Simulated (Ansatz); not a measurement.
Process, species as SMILES: FC(F)(F)[Si](F)(F)F + 7 [H][H] (H2) -> C (CH4) + 6 F (HF) + [SiH4] (SiH4)
Structures are relaxed separately at B3LYP-D3(BJ)/def2-TZVP in Ansatz (an electronic-structure program), one conformer each, not searched for the lowest.
Geometry of the first species:
```
Si
F 1 1.5705
F 1 1.5705 2 109.74
F 1 1.5705 2 109.74 3 120.67
C 1 1.9135 2 109.20 4 119.66
F 5 1.3492 1 111.34 2 -180.00
F 5 1.3492 6 107.54 1 122.22
F 5 1.3492 6 107.54 7 115.55
```
Charge 0, spin multiplicity 1.

Wanted: energy of full hydrogenation (electronic energy difference), in kcal/mol. Correlated levels leave the core frozen unless marked. Spin-orbit coupling is left out. Non-relativistic. Basis-set limits of correlation are two-point, X^-3; Hartree-Fock from the larger set.

CCSD(T)/CBS(cc-pV(T+d)Z,cc-pV(Q+d)Z) (Ansatz) gives 18.5 kcal/mol.

Task: Another calculation gave 22.5 kcal/mol. Which level was it?
A. LC-wPBE/def2-TZVPD (Ansatz)
B. B3LYP/def2-TZVPD (Ansatz)
C. wB97X-V/def2-TZVPD (Ansatz)
D. r2SCAN/def2-TZVPD (Ansatz)

Result: C, wB97X-V/def2-TZVPD (Ansatz). The others give 12.9 (LC-wPBE), 31.9 (r2SCAN), 17.5 (B3LYP) kcal/mol.
